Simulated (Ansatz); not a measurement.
Single points on the cluster Nb2O2.

```yaml
crystal:
  periodic: [false, false, false]
  atoms:
    - {symbol: Nb, position_ang: [0.265285, 1.033447, 1.001982]}
    - {symbol: Nb, position_ang: [-0.937533, -1.010718, 0.491895]}
    - {symbol: O, position_ang: [1.096979, 1.283196, -0.424238]}
    - {symbol: O, position_ang: [-0.424741, -1.305925, -1.069639]}
basis:
  gaussian: {orbitals: def2-TZVP, initial_orbitals: start.molden}
hamiltonian: {xc: pbe, dispersion: d4}
scf: {omitted_lower_state_checks: [starts]}
output: {orbitals: {seedname: orbitals}}
```

The file start.molden holds the orbitals of an earlier run on this structure, at another level or in another basis.

```sh
$ ansatz run in.yaml --threads 4 --pin off --events-out ev --progress --plain --max-ram 3916MiB
```

Output, abridged:

```
Functional definition: PBE
938 factors; their error is unknown
mean field evaluation 1: about -7194.2521 eV, gradient 8.6e0 eV
mean field evaluation 2: about -7194.4035 eV, gradient 2.2e-1 eV
mean field evaluation 4: about -7194.3999 eV, gradient 8.9e-2 eV
mean field -7194.39995339 eV, -264.3893217475 hartree, gradient 2.7e-5 eV, S^2 0.000000; 0 other end points of the search recorded, 0 dependent functions left out
reference -7194.40000453 eV, -264.3893236269 hartree; 21, 21 occupied and 121, 121 virtual orbitals, 938 factors
Total energy: -7194.55421920 eV, -264.3949909116 hartree
Checks for a lower state left out: starts
```

Hardware: 4 threads of Arm Neoverse V2 on a shared host. Wall time 1.2 s.

The first input with `hamiltonian: {xc: {name: B2PLYP}}` and without the key `output` (abridged; 3.9 s):

```
Functional definition: B2PLYP
mean field -7175.97560409 eV, -263.7122393992 hartree, gradient 7.8e-6 eV, S^2 0.000000; unrestricted orbitals would lower it
2 core orbitals not correlated: weight in the atoms' cores, before any rotation towards them, 1.000 or more for the frozen orbitals, at most 0.000 for the correlated occupied ones
second order -49.58055871 eV of doubles, -0.00000000 eV of singles
Total energy: -7189.36250318 eV, -264.2041988670 hartree
Checks for a lower state left out: starts
```

The first input with `hamiltonian: {xc: {name: B97M-V}}` (abridged; 4.9 s):

```
Functional definition: B97M-V
mean field -7195.35205272 eV, -264.4243107525 hartree, gradient 3.7e-5 eV, S^2 0.000000
Total energy: -7195.35212722 eV, -264.4243134905 hartree
Checks for a lower state left out: starts
```

As the first input, with `hamiltonian: {xc: {text: "exchange = 0.85*pbe_x + 0.15*exact_x\ncorrelation = pbe_c"}}` (abridged; 1.6 s):

```
Functional definition: unnamed
mean field -7192.32574995 eV, -264.3130961771 hartree, gradient 2.3e-5 eV, S^2 0.000000
Total energy: -7192.32579317 eV, -264.3130977653 hartree
Checks for a lower state left out: starts
```

First input, but with `hamiltonian: {xc: r2scan, dispersion: d4}`, `output: {forces: true, orbitals: {seedname: orbitals}}` (abridged; 3 s):

```
Functional definition: r2SCAN
mean field -7196.11854771 eV, -264.4524789239 hartree, gradient 1.8e-5 eV, S^2 0.000000
Total energy: -7196.14864677 eV, -264.4535850441 hartree
Atom 0 force    -0.271224     0.063586     0.683819 eV/Å
Atom 1 force    -0.330805    -0.043925     0.652972 eV/Å
Atom 2 force     0.366604     0.098988    -0.643248 eV/Å
Atom 3 force     0.235425    -0.118649    -0.693543 eV/Å
Dipole moment:    -0.445494     0.015137     0.990103 e Å
Checks for a lower state left out: starts
```

As the first input, with `hamiltonian: {xc: {name: B3LYP}, dispersion: d4}` (abridged; 1.9 s):

```
Functional definition: B3LYP
mean field -7197.25951645 eV, -264.4944087517 hartree, gradient 8.1e-6 eV, S^2 0.000000
Total energy: -7197.51680431 eV, -264.5038639061 hartree
Checks for a lower state left out: starts
```

The first input with `hamiltonian: {xc: {text: "exchange = 0.65*pbe_x + 0.35*exact_x\ncorrelation = pbe_c"}}` (abridged; 1.6 s):

```
Functional definition: unnamed
mean field -7189.73124189 eV, -264.2177497646 hartree, gradient 1.2e-5 eV, S^2 0.000000
Total energy: -7189.73127461 eV, -264.2177509670 hartree
Checks for a lower state left out: starts
```

Geometry: PBE0-D4/def2-TZVP.

In the def2 sets Nb takes a core potential; there is no spin–orbit coupling. B3LYP takes the VWN-RPA correlation. Correlated methods freeze 2 core orbitals; core or outer-core shells of Nb are correlated, in sets that lack core-valence functions. At B2PLYP/def2-TZVP, r2SCAN-D4/def2-TZVP the restricted singlet (for correlated methods, its reference) is unstable: a solution with broken spin symmetry lies lower. The restricted singlet is unstable towards broken spin symmetry at other levels; at B97M-V/def2-TZVP, PBE with 15 % exact exchange/def2-TZVP, B3LYP-D4/def2-TZVP, PBE with 35 % exact exchange/def2-TZVP this wasn't settled. The geometry of the singlet was relaxed on an unsound state (restricted singlet, unstable towards broken spin symmetry). The order of the spin states hangs on the level: the quintet lies 0.27 eV below the singlet at PBE with 35 % exact exchange/def2-TZVP, but 0.58 eV above it at PBE-D4/def2-TZVP. The singlet is doubtful at PBE with 35 % exact exchange/def2-TZVP (restricted singlet, unstable towards broken spin symmetry at other levels and untested here). The structure comes from a short search, and lower isomers may exist.
